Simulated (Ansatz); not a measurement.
Mulliken charges of CH₄BClO, SMILES `OCBCl` from PBE/def2-TZVPP in Ansatz (PBE0-D4/def2-TZVP geometry).

```
atom   x (Å)   y (Å)   z (Å)  charge (e)
  O1  -0.148   1.470  -0.546      -0.310
  C2   0.483   0.442   0.173       0.029
  B3  -0.148  -0.973   0.177       0.048
 Cl4  -1.622  -1.278  -0.714      -0.129
  H5  -0.933   1.106  -0.969       0.184
  H6   0.598   0.739   1.230       0.078
  H7   1.523   0.318  -0.179       0.077
  H8   0.340  -1.883   0.772       0.024
```

**Question.** By hand: the dipole of these point charges (1 e Å = 4.8032 D).

**Answer.** Σ q r = (0.262, -0.084, 0.197) e Å, of length 0.338 e Å = 1.62 D.

**Question.** How does the dipole of the full density compare? (Best estimate.)

**Answer.** The calculation gave: (0.043, -0.197, 0.083) e Å, 1.05 D; the point charges give 1.54 times that, at 53° from its direction.

Point charges leave out the atoms' own dipoles, such as those of lone pairs, and Mulliken's split depends on the basis, so the two needn't agree.
